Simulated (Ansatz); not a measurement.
Si47H50, a nanocrystal cut from cubic silicon, relaxed as a singlet with RKS r2SCAN-D4/def2-SVP in Ansatz, starting from a model built from a lattice or polyhedron. Force threshold 0.03 eV/Å.

Single mean-field runs in def2-SVP are fitted with def2-universal-jkfit.

Start:

Cartesian coordinates in Å:
```
Si -0.120 -5.220 1.655
Si -3.225 -3.109 2.460
Si 2.049 -2.820 3.721
Si -1.047 -0.696 4.491
Si -2.312 -3.897 -1.204
Si 2.965 -3.597 0.055
Si 0.787 -2.267 -2.791
Si -5.395 -1.750 -0.409
Si -3.240 0.599 1.649
Si -2.312 -0.134 -2.007
Si -0.131 -1.475 0.811
Si 2.050 0.957 2.886
Si 2.964 0.128 -0.748
Si -0.149 2.261 0.029
Si 5.139 -1.205 2.112
Si 5.122 2.563 1.312
Si -3.241 4.417 0.827
Si -1.076 3.057 3.702
Si 2.045 4.681 2.083
Si -1.392 -0.929 -5.671
Si -2.337 3.624 -2.821
Si 0.769 1.490 -3.590
Si 2.924 3.918 -1.550
Si -0.988 -5.677 -0.484
Si -4.083 -3.568 0.312
Si 1.171 -3.283 1.548
Si -1.900 -1.167 2.352
Si 0.254 -2.526 5.194
Si 3.350 -0.859 3.616
Si 0.263 1.255 4.413
Si -0.990 -1.929 -1.303
Si -0.104 -2.709 -4.936
Si -3.191 -0.596 -4.159
Si 2.127 -4.068 -2.084
Si 4.297 -1.645 -0.010
Si 2.083 -0.318 -2.900
Si -4.098 0.197 -0.535
Si -1.909 2.594 1.546
Si -1.010 1.815 -2.102
Si -4.088 3.931 -1.326
Si 1.152 0.462 0.723
Si 3.330 2.917 2.828
Si 4.255 2.098 -0.809
Si 1.178 4.217 -0.037
Si 0.244 5.004 3.610
Si -0.093 1.025 -5.740
Si 2.080 3.432 -3.701
H -1.218 -5.026 2.561
H 0.691 -6.348 2.085
H -2.427 -4.217 2.873
H -4.335 -2.915 3.345
H 2.884 -3.948 4.166
H -2.187 -0.513 5.428
H -2.838 -4.162 -2.524
H 3.792 -4.718 0.519
H -6.503 -1.538 0.510
H -5.936 -2.055 -1.740
H -4.329 0.842 2.558
H 5.939 -2.310 2.589
H 5.963 0.008 2.092
H 5.932 1.454 1.751
H 5.927 3.798 1.230
H -4.367 4.590 1.759
H -2.416 5.599 0.773
H -2.152 3.225 4.582
H 2.832 5.889 2.076
H -1.888 -1.204 -6.989
H -2.838 3.341 -4.171
H -1.533 4.816 -2.868
H 3.762 5.112 -1.630
H -1.791 -6.901 -0.450
H 0.098 -5.898 -1.415
H -4.898 -4.779 0.349
H -0.531 -3.710 5.265
H 0.785 -2.226 6.534
H 3.897 -0.610 4.942
H 0.790 1.515 5.738
H -0.905 -3.924 -4.903
H 1.009 -2.909 -5.876
H -3.992 -1.800 -4.123
H -3.982 0.518 -4.602
H 1.284 -5.256 -1.995
H 3.198 -4.265 -2.984
H 5.379 -1.851 -0.956
H 3.211 -0.511 -3.817
H -4.906 1.283 -0.955
H -4.922 2.738 -1.273
H -4.926 5.035 -1.784
H 3.882 3.148 4.128
H 5.353 1.915 -1.750
H 0.316 5.336 -0.485
H 0.775 5.305 4.877
H -0.591 6.123 3.142
H 1.012 0.856 -6.675
H -0.908 2.153 -6.185
H 3.180 3.256 -4.622
H 1.261 4.545 -4.120
```

(1) Estimate the energy that the relaxation releases and the steps that it takes.

(2) Does the start keep its bonding and symmetry?

(3) Predict the relaxed structure.

Results:

(1) 61.1 kcal/mol, in 9 steps; 65 s on 11 threads of AMD EPYC 7R13 on a shared host and a whole NVIDIA H100 80GB HBM3. The force fell under the threshold at step 6, but the optimiser went on and released 0.003 eV more. No frequencies were taken in this run, so the end may be a saddle point.

(2) By distances, no bond broke or formed. The bond that changes most is Si18–H65, from 1.40 to 1.50 Å (atoms count from 1).

(3) 
Cartesian coordinates in Å:
```
Si 0.110 -5.381 1.585
Si -3.373 -3.031 2.473
Si 2.046 -2.846 3.696
Si -1.052 -0.736 4.495
Si -2.315 -3.945 -1.153
Si 3.027 -3.573 0.036
Si 0.796 -2.288 -2.797
Si -5.450 -1.823 -0.442
Si -3.259 0.617 1.622
Si -2.337 -0.201 -2.011
Si -0.141 -1.523 0.849
Si 2.039 0.920 2.893
Si 2.962 0.171 -0.733
Si -0.180 2.235 0.043
Si 5.154 -1.353 2.182
Si 5.070 2.814 1.248
Si -3.164 4.466 0.865
Si -1.098 3.012 3.700
Si 1.923 4.696 2.096
Si -1.426 -0.976 -5.667
Si -2.265 3.622 -2.849
Si 0.743 1.470 -3.609
Si 2.853 3.942 -1.585
Si -1.144 -5.827 -0.361
Si -4.122 -3.603 0.317
Si 1.228 -3.311 1.536
Si -1.922 -1.183 2.355
Si 0.252 -2.566 5.191
Si 3.357 -0.888 3.629
Si 0.256 1.219 4.405
Si -0.991 -2.001 -1.289
Si -0.065 -2.750 -4.937
Si -3.195 -0.676 -4.148
Si 2.288 -3.989 -2.157
Si 4.323 -1.609 -0.006
Si 2.084 -0.315 -2.869
Si -4.123 0.115 -0.510
Si -1.955 2.568 1.550
Si -1.038 1.760 -2.097
Si -3.920 4.391 -1.363
Si 1.165 0.442 0.762
Si 3.296 2.910 2.793
Si 4.212 2.165 -0.845
Si 1.087 4.215 -0.054
Si 0.181 4.985 3.648
Si -0.114 0.974 -5.743
Si 2.037 3.431 -3.728
H -0.788 -5.457 2.780
H 1.155 -6.445 1.738
H -2.728 -4.197 3.153
H -4.554 -2.615 3.298
H 2.910 -3.991 4.143
H -2.197 -0.522 5.444
H -2.870 -4.258 -2.514
H 3.874 -4.711 0.531
H -6.606 -1.608 0.488
H -5.991 -2.114 -1.809
H -4.383 0.795 2.604
H 5.747 -2.668 2.592
H 6.230 -0.319 2.271
H 6.174 1.916 1.707
H 5.630 4.199 1.109
H -4.323 4.683 1.790
H -2.252 5.649 0.995
H -2.252 3.163 4.651
H 2.766 5.937 2.027
H -1.970 -1.280 -7.034
H -2.878 3.321 -4.183
H -1.282 4.737 -3.043
H 3.681 5.195 -1.615
H -2.151 -6.892 -0.045
H -0.237 -6.363 -1.423
H -4.930 -4.868 0.380
H -0.587 -3.807 5.244
H 0.791 -2.306 6.566
H 3.865 -0.581 5.010
H 0.826 1.518 5.763
H -0.851 -4.026 -4.888
H 1.075 -2.941 -5.892
H -4.029 -1.920 -4.085
H -4.076 0.453 -4.588
H 1.678 -5.348 -2.300
H 3.468 -3.915 -3.081
H 5.455 -1.781 -0.978
H 3.218 -0.520 -3.834
H -4.955 1.262 -1.004
H -5.141 3.534 -1.461
H -4.308 5.780 -1.775
H 3.822 3.211 4.167
H 5.333 1.965 -1.825
H 0.192 5.332 -0.508
H 0.770 5.236 5.004
H -0.670 6.163 3.283
H 1.030 0.777 -6.693
H -0.930 2.132 -6.234
H 3.189 3.187 -4.656
H 1.223 4.559 -4.283
```
Bond lengths: 69 × Si–Si 2.35 to 2.36 Å; 50 × H–Si 1.49 to 1.50 Å.
